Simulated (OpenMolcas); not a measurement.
## Cr4+: effect of the ligand basis

Cr4+ with 4 ligands (bromide) in tetrahedral coordination (Td) at 2.32 Å.

* Program: OpenMolcas
* Method: CASSCF
* Spin-orbit coupling: RASSI with atomic mean-field integrals over the reference wave functions

Fixed: metal basis ANO-RCC-VTZP, active space 2 electrons in 5 orbitals (3d), DKH2 Hamiltonian.

States (labels of Td). Energies in cm-1 above the lowest state or level, χT in cm3 K/mol.

```json
{"Run": "A", "Ligand basis": "ANO-RCC-VDZP", "Ground state": "3A2", "First state of that spin": "3T2 7615", "First gap with spin-orbit (degeneracies)": "7554 (3, 2)", "χT at 300 K": "0.983", "First state of another spin": "1E 14537", "Cost": "roughly 70 core-seconds"}
{"Run": "B", "Ligand basis": "ANO-RCC-VTZP", "Ground state": "3A2", "First state of that spin": "3T2 7710", "First gap with spin-orbit (degeneracies)": "7654 (3, 2)", "χT at 300 K": "0.981", "First state of another spin": "1E 14662", "Cost": "roughly 4 core-minutes"}
```

Against A, the first state of the same spin changes by +1.2 % in B.

Costs are those of the RASSCF and RASSI steps.

Without dynamic correlation the repulsion within the d shell is too large (B by tens of per cent), so at a given field states of lower spin stand too high. Ligand-to-metal charge-transfer states are missing. This ion would oxidise such ligands; the complex is a model and need not exist. With no ligand orbital active B as a rule stays too high, so bands that hang on it stand too high and its fall with covalency is understated. With metal d orbitals alone and no dynamic correlation the field as a rule comes out too small, by tens of per cent, by up to half for chloride and softer ligands. The least metal-like active orbital is 76 % on the metal (Löwdin) and no ligand orbital is active, so the numbers are rough (holds for A). The least metal-like active orbital is 75 % on the metal (Löwdin) and no ligand orbital is active, so the numbers are rough (holds for B). No measured value stands beside these numbers; the geometry was imposed, not optimised, and the real ion may take another.
